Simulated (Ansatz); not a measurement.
Geometry optimisation, Ansatz, RKS PBE0/6-31G*.

Input:

```yaml
crystal:
  periodic: [false, false, false]
  atoms:
    - { symbol: Al, position_ang: [0.0, 0.0, 0.0] }
    - { symbol: F, position_ang: [0.0, 0.0, 2.04] }
    - { symbol: C, position_ang: [1.706, 0.0, -0.985] }
    - { symbol: H, position_ang: [2.0356, -1.0462, -1.1552] }
    - { symbol: H, position_ang: [1.5695, 0.508, -1.9624] }
    - { symbol: H, position_ang: [2.4756, 0.5381, -0.3932] }
    - { symbol: C, position_ang: [-1.706, 0.0, -0.985] }
    - { symbol: H, position_ang: [-2.2662, -0.9305, -0.7558] }
    - { symbol: H, position_ang: [-2.3102, 0.8797, -0.6796] }
    - { symbol: H, position_ang: [-1.5043, 0.0508, -2.0753] }
    - { symbol: H, position_ang: [0.0834, 1.7631, 0.5865] }
    - { symbol: H, position_ang: [0.0624, 1.3199, 1.5347] }
basis:
  gaussian: { orbitals: "6-31G*" }
hamiltonian:
  xc: pbe0
relax:
  f_tol: 0.15
  max_steps: 25
  restrain:
    - { distance: [0, 10], at: 1.56, k: 30.0 }
    - { distance: [11, 1], at: 0.92, k: 30.0 }
    - { distance: [0, 1], at: 2.89, k: 30.0 }
    - { distance: [11, 10], at: 1.86, k: 30.0 }
```

Run as:

```bash
$ ansatz run input.yaml --threads 1 --pin off --max-ram 2048MiB --backend cpu --events-out ev --progress --plain --runs-dir out
```

Problem. Where does it end, and by what steps?

Solution. The run converged. The restraints hold the end off the free minimum. After 8 steps the energy has fallen by 0.058 eV (the restraints' own energy left out); Al1 moved furthest, 0.84 Å. Parted: Al1–F2 (2.04 → 2.88 Å). Joined: F2–H12 (1.41 → 0.93 Å).

```json
{"step": "0", "energy less start (eV)": "0.0000", "largest force component (eV/Å)": "2.397", "accepted": "yes"}
{"step": "1", "energy less start (eV)": "0.5881", "largest force component (eV/Å)": "2.327", "accepted": "yes"}
{"step": "2", "energy less start (eV)": "0.3718", "largest force component (eV/Å)": "1.912", "accepted": "yes"}
{"step": "3", "energy less start (eV)": "0.3745", "largest force component (eV/Å)": "2.344", "accepted": "yes"}
{"step": "4", "energy less start (eV)": "0.0590", "largest force component (eV/Å)": "0.565", "accepted": "yes"}
{"step": "5", "energy less start (eV)": "0.0457", "largest force component (eV/Å)": "0.971", "accepted": "yes"}
{"step": "6", "energy less start (eV)": "-0.0503", "largest force component (eV/Å)": "0.462", "accepted": "yes"}
{"step": "7", "energy less start (eV)": "-0.0431", "largest force component (eV/Å)": "0.441", "accepted": "no"}
{"step": "8", "energy less start (eV)": "-0.0584", "largest force component (eV/Å)": "0.528", "accepted": "yes"}
```

```xyz
12
Properties=species:S:1:pos:R:3
Al 0.028 0.704 -0.453
F -0.050 0.116 2.364
C 1.742 0.010 -1.090
H 1.732 -1.080 -1.209
H 1.982 0.433 -2.077
H 2.570 0.272 -0.423
C -1.708 0.028 -1.049
H -1.902 -0.970 -0.633
H -2.537 0.677 -0.745
H -1.747 -0.078 -2.141
H 0.050 1.956 0.511
H -0.015 1.016 2.115
```

Run time: 35 s on 1 thread of Arm Neoverse V1, on a shared host, peak memory 0.16 GiB.
